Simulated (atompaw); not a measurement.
## Before and after: PAW (atompaw) potential for Te

```
Element                 : Te
Generator               : atompaw 4.2.0.5
Type                    : PAW
Functional              : PBE
Relativity              : scalar-relativistic
Frozen core             : [Kr] 4d10
Valence charge          : 6
Reference configuration : 5s2 5p4
Partial waves           : 5s (bound): rc 2.15 bohr; 5s channel at -0.8 Ry: rc 2.15 bohr; 5p (bound): rc 2.15 bohr; 5p channel at 4.25 Ry: rc 2.15 bohr; 5d channel at 0.4 Ry: rc 1.70 bohr; 5d channel at 2.6 Ry: rc 1.70 bohr
Local potential         : ultrasoft scheme with l = 3 at 1 Ry, radius 1.85 bohr
Core correction         : smooth core density matched at 2.00 bohr
Augmentation charge     : sinc compensation charge, radius 1.90 bohr; PAW radius 2.15 bohr; waves and projectors: custom polynom2 7 10 vanderbiltortho
```

Change: all radii scaled by about 1.10 (s 2.36, p 2.36, d 1.86 bohr); local potential ultrasoft scheme with l = 3 at 1 Ry, radius 2.04 bohr; augmentation sinc compensation charge, radius 2.08 bohr; PAW radius 2.36 bohr; waves and projectors: custom polynom2 7 10 vanderbiltortho; core correction smooth core density matched at 2.20 bohr.

Cutoffs: the cutoffs (Ry, on a coarse ladder) from which the occupation-weighted sum of valence levels, in a spherical-Bessel basis at the reference potential, stays within 10 and 1 mRy of its value at 400 Ry; they do not see the model core or the augmentation charge, which bear on the density cutoff.

Task: What does the change do?

Result: The potential gets harder (6 Ry and 15 Ry → 10 Ry and 15 Ry); the bound ghosts move from d, s to d.

```tsv
quantity	base	changed
cutoff, loose	6 Ry	10 Ry
cutoff, tight	15 Ry	15 Ry
bound ghosts	s, d	d
lowest overlap eigenvalue by channel	s 0.01, p 0.14, d 0.76	s 0.29, p 0.89, d 0.73
```

 A true bound ghost makes a file unfit for plane-wave use even where its test errors are small: the radial tests pick states by their node count and pass the ghost by. The cutoffs see the waves, projectors and local potential, not the compensation charge or the core.
